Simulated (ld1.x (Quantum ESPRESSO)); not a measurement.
**What one change does to a pseudopotential (scandium, TM semilocal)**

| Property | Result |
| --- | --- |
| Element | Sc |
| Generator | ld1.x (Quantum ESPRESSO) 7.5 |
| Type | norm-conserving Troullier–Martins (semilocal form) |
| Functional | PBE |
| Relativity | scalar-relativistic |
| Frozen core | [Ar] |
| Valence charge | 3 |
| Reference configuration | 3d1 4s1 4p1 |
| Partial waves | 4s (bound): rc 3.15 bohr; 4p (bound): rc 3.70 bohr; 3d (bound): rc 2.70 bohr |
| Local potential | the d channel |
| Core correction | Bessel-smoothed model core inside 2.30 bohr |

All-electron outer shells of the reference configuration (PBE, scalar-relativistic, ld1.x):

```
shell  level (eV)  outermost node (bohr)  outermost maximum (bohr)
   3s      -56.33                   0.42                      0.92
   3p      -34.91                   0.39                      0.97
   4s       -4.87                   1.32                      3.06
   3d       -4.37                      –                      1.10
   4p       -2.03                   1.49                      3.98
```

Change: wave 3d (bound): rc 2.70 bohr becomes 3d (bound): rc 4.08 bohr.

Cutoffs: the cutoffs (Ry, on a coarse ladder) from which the occupation-weighted sum of valence levels, in a spherical-Bessel basis at the reference potential, stays within 10 and 1 mRy of its value at 400 Ry; they do not see the model core or the augmentation charge, which bear on the density cutoff. Errors are all-electron minus pseudo energies relative to the spin-unpolarised reference configuration.

Predict the effect on cutoff, ghosts and configuration errors.

The potential gets softer (30 Ry and 35 Ry → 15 Ry and 18 Ry); of the 7 tests that both files solve, the error grows in 6 and shrinks in 0 by more than 15 % and 0.3 meV (median size 3.8 → 13.0 meV); neither file shows a bound ghost. A larger radius leaves more room for a smooth pseudo-wave, so fewer plane waves are needed. More of the atom is replaced by a form fitted at one configuration, so other configurations suffer. A semilocal file is local in each channel, so a ghost entry of none says nothing of the separable form that plane-wave codes build from it.

| quantity | base | changed |
| --- | --- | --- |
| cutoff, loose | 30 Ry | 15 Ry |
| cutoff, tight | 35 Ry | 18 Ry |
| loose cutoff by channel (10 mRy a level) | s 6 Ry, p 6 Ry, d 30 Ry | s 6 Ry, p 6 Ry, d 15 Ry |
| bound ghosts | none | none |
| error for 3d1 4s2 4p0, meV [ΔE -2.78 eV] | -2.3 | -6.0 |
| error for 3d1 4s1 4p0, meV [ΔE 4.12 eV] | -1.5 | -3.3 |
| error for 3d1 4s0 4p0, meV [ΔE 16.89 eV] | -14 | -72 |
| error for 3d1.5 4s1.5 4p0, meV [ΔE -2.10 eV] | -36 | +34 |
| error for 3d0 4s2 4p0, meV [ΔE 5.60 eV] | +53 | +610 |
| error for 3d1 4s0 4p2, meV [ΔE 2.89 eV] | -3.8 | -7.8 |
| error for 3d1 4s0 4p1, meV [ΔE 7.55 eV] | -2.1 | -13 |
